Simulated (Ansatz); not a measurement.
# Ligand exchange: C3H10BN + InH2(OH) → C3H9BO + InH2(NH2)

Gas-phase species: C3H10BN `CC(C)BN`, singlet; InH2(OH), singlet; C3H9BO `CC(C)BO`, singlet; InH2(NH2), singlet. The partners trade NH2 for OH: B–NH2 and In–OH bonds give way to B–OH and In–NH2.

Shapes, held fixed at every level: PBE0-D4/def2-TZVP. Flexible molecules stand in one conformer, not always the lowest. Programs: Ansatz 0.2.0. The zero-point and thermal change to 298 K, harmonic and unscaled (PBE0-D4/def2-TZVP), is -1.3 kJ/mol.

Question: Estimate ΔH(298 K) of this reaction.

Answer: The highest level, CCSD(T)/def2-TZVPP, gives ΔH(298 K) = +13.7 kJ/mol; the levels span +6.7 to +18.8. The column of differences is taken from that level and isn't an error. No measured value is set beside it here. For atoms past krypton def2 sets carry core potentials with scalar relativity. Outer-core shells of In are correlated, in sets that cover them unevenly.

```tsv
level	kind	ΔH(298 K) (kJ/mol)	less CCSD(T)/def2-TZVPP
HF/def2-SVP	Hartree–Fock	+6.7	-7.0
HF/def2-TZVPP	Hartree–Fock	+10.9	-2.8
SPW92/def2-TZVPP	LDA	+15.5	+1.8
r2SCAN-D4/def2-TZVPP	meta-GGA	+18.8	+5.1
B3LYP-D4/def2-TZVPP	global hybrid	+18.5	+4.8
B2PLYP/def2-TZVPP	double hybrid	+17.0	+3.3
CCSD/def2-SVP	coupled cluster or CI	+9.1	-4.6
CCSD(T)/def2-TZVPP	coupled cluster or CI	+13.7	0.0
```
